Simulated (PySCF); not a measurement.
NMR data simulated for an unnamed compound:

$^{1}$H NMR (400 MHz, computed): δ 9.27 (m, 1H), 8.16 (m, 1H), 3.16 (m, 2H), 1.34 (t, 3H).

$^{13}$C{$^{1}$H} NMR (computed): δ 256.2 (C), 191.5 (C), 165.2 (CH), 137.1 (CH), 40.3 (CH2), 26.5 (CH3).

PySCF calculation with shieldings: GIAO PBE0/pcSseg-1 and GFN2-xTB structure; relativity neglected, isolated molecule, one conformer, averaged over atoms made equivalent by symmetry, fast rotation or ring inversion.

Referencing at the same level of theory: $^{1}$H, $^{13}$C vs TMS.

Question: Which of these does the molecule contain: an amide, a Si–H bond, a CH3CH2 unit, a benzene ring?

Answer: 
- An amide: no.
- A Si–H bond: no.
- A CH3CH2 unit: yes (δC 26.5, 40.3; δH 1.34 (t), 3.16 (m)).
- A benzene ring: no.

The data belong to SMILES CCc1ccpc(F)p1, C6H7FP2; they needn't prove each group on their own.

Carbon signals by region: 3 in the far downfield region (above 160 ppm), 1 in the sp2 and nitrile region (100–160 ppm), 2 below 50 ppm. Above 160 ppm: 256.2, aromatic carbon bearing fluorine, 191.5, substituted aromatic carbon, 165.2, aromatic CH.

Splittings by $^{19}$F and $^{31}$P in the carbon and heteronuclear signals aren't shown, as no couplings were computed. Shifts are as computed. Against solution values, carbons near 30 ppm lie about +3 ppm off and those near 130 ppm about +5 ppm. Of 1211 compounds with measured shifts, 218 miss one by over three times the rms of a fit or turn the order of signals round; such compounds aren't used in these exercises. Multiplicities follow the n + 1 count of equivalent neighbours, as no J values were calculated; m marks all less simple cases, F and P coupling included.
